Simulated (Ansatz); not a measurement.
Reaction (cleavage of the Si–Ge bond): `[SiH3][SiH2][SiH2][GeH2][SiH2][GeH3]` + CH₃SH → `CS[SiH2][GeH3]` + `[SiH3][SiH2][SiH2][GeH3]`

Computed with Ansatz on PBE0-D4/def2-TZVP structures; ΔE is electronic, products minus reactants. CCSD(T)/CBS adds triple-zeta CCSD(T) − MP2 to the extrapolated MP2 energy (def2 sets, frozen cores). This one scheme is used for every species. DFT in def2-TZVPP. B3LYP here is the variant with VWN-RPA as its local correlation; programs differ in this. For Ge outer-core shells are correlated without core-valence functions, which leaves a few kJ/mol of doubt a bond. Scalar relativity is left out up to krypton. One conformer a species, not always the lowest.

```
      level  ΔE (kJ/mol)
   B3LYP-D4        -22.1
HF/def2-SVP        -35.6
```

Question: What does CCSD(T)/CBS give? (Best estimate.)

Answer: Ansatz gave: -22.6 kJ/mol. The listed levels differ from it by 0.5, -13.0 kJ/mol.

Largest T1 diagnostic among the species: 0.013.

At CCSD(T), def2-SVP lies +4.5 kJ/mol from the extrapolated value and def2-TZVPP +2.4 kJ/mol. Leaving LDA and LC-ωPBE aside and taking each functional with its dispersion term where it has one, the values, not all of them listed here, spread over 11.3 kJ/mol, from B97M-V to PBE-D4. LDA lies +5.3 kJ/mol from PBE without D4.
